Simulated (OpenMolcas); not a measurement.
Ar2+: from CASSCF to CASPT2

* Program: OpenMolcas 26.06
* Basis: ANO-R2 [5s4p3d1f]
* Scalar Hamiltonian: X2C, finite nucleus
* Active space: 6 electrons in 4 orbitals (3s 3p)
* State averaging: 2S+1 = 3 even, 3 roots; 2S+1 = 1 even, 6 roots; 2S+1 = 3 odd, 3 roots; 2S+1 = 1 odd, 3 roots
* Spin-orbit coupling: state interaction with AMFI integrals over the reference wave functions, term energies averaged over their components

Methods on the same reference wave functions:
A. CASSCF
B. SS-CASPT2, IPEA 0.25 Eh, imaginary shift 0.1 Eh (closed shells correlated: 2s 2p)

Energies in cm-1 above 3s2 3p4 3P2, the measured ground level; measured values from Saloman, J. Phys. Chem. Ref. Data 39, 033101 (2010).

```tsv
Level	A	B	Measured
3s2 3p4 3P2	0.0	0.0	0.0
3s2 3p4 3P1	1034	1039	1112
3s2 3p4 3P0	1472	1481	1570
3s2 3p4 1D2	16959	14560	14010
3s2 3p4 1S0	31634	33890	33266
3s 3p5 3P* 2	139435	123890	113801
3s 3p5 3P* 1	140435	124890	114797
3s 3p5 3P* 0	140946	125410	115328
3s 3p5 1P* 1	202514	173910	144022
```

Deviations, from unrounded energies. A percentage is the sum of absolute deviations over the sum of measured energies, with the sign that they share, or ± where signs differ.

| Against measurement | Levels | A | B |
| --- | --- | --- | --- |
| mean absolute deviation (cm-1) | 8 | 18000 | 7700 |
| fine structure of the ground term (%) | 2 | -6.6 | -6.0 |
| other terms of the ground configuration (%) | 2 | ±9.7 | +2.5 |
| other configurations (%) | 4 | +27.7 | +12.3 |

B lies closest to measurement on these levels. The largest miss of B in the table is 3s 3p5 1P* 1, by +30000 cm-1. The ranking rests on the paired levels alone, and a cruder setting can come out closer through cancelling errors.

From A to B the spin-free energies of the other terms of 3s2 3p4 shown, above 3P, scale by factors of 0.85 to 1.07.

The lowest spin-free term lies below A's lowest term by 0.336 hartree in B.

CASPT2 breaks the degeneracy within a term, and the mean is taken; among the terms shown or strongly mixed into the levels shown the widest spread is 160 cm-1 (3s2 3p4 1D, B). Over all roots computed the reference weight is 0.87 to 0.96 in B; the roots of lowest weight are the least certain, and an intruder state may touch them. Terms of s pⁿ other than that of highest spin mix with s² pⁿ⁻² d, which this space lacks; all of them can be thousands of cm-1 off, and some have no real level of that name. Measured partners are found by configuration, term and J. A level has none where our copy of the source lacks it or the pairing is in doubt (some pairs that miss far off the trend of their configuration count as doubtful), and it then counts in no deviation. Levels of configurations outside the active space are missing.

* marks odd parity.
